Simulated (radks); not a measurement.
The numbers below are computed, except where a source is named.
Task: Neutral vanadium, configuration [Ar] 3d3 4s2 (the NIST ground configuration). Level of theory: scalar-relativistic Kohn-Sham, B86b exchange with PBE correlation, spin-polarised, spherical densities, finite nucleus; open shells are filled with parallel spins first; Fermi nuclear charge, rms radius 3.6002 fm (a radial shooting solver on a logarithmic mesh with Libxc functionals). Some entries of the table are withheld. Estimate them.

| orbital | occ. | eigenvalue (hartree) | <1/r> (bohr^-1) |
|---|---|---|---|
| 1s down | 1 | -197.1817 | 22.84 |
| 1s up | 1 | -197.1812 | 22.84 |
| 2s up | 1 | -22.14996 | 4.797 |
| 2s down | 1 | -22.11515 | 4.802 |
| 2p up | 3 | -18.48917 | 4.699 |
| 2p down | 3 | -18.46242 | 4.704 |
| 3s up | 1 | -2.61612 | 1.486 |
| 3s down | 1 | -2.51317 | 1.483 |
| 3p up | 3 | -1.65319 | (1) |
| 3p down | 3 | -1.55189 | (2) |
| 3d up | 3 | -0.22119 | 0.9697 |
| 4s up | 1 | (3) | 0.3975 |
| 4s down | 1 | (4) | 0.3721 |
| 3d down | 0 | -0.13416 | 0.9205 |
| 4p up | 0 | -0.05796 | 0.2846 |
| 4p down | 0 | -0.04726 | 0.2594 |

Result: 
(1) 3p up <1/r> (bohr^-1): 1.351
(2) 3p down <1/r> (bohr^-1): 1.347
(3) 4s up eigenvalue (hartree): -0.18365
(4) 4s down eigenvalue (hartree): -0.15819
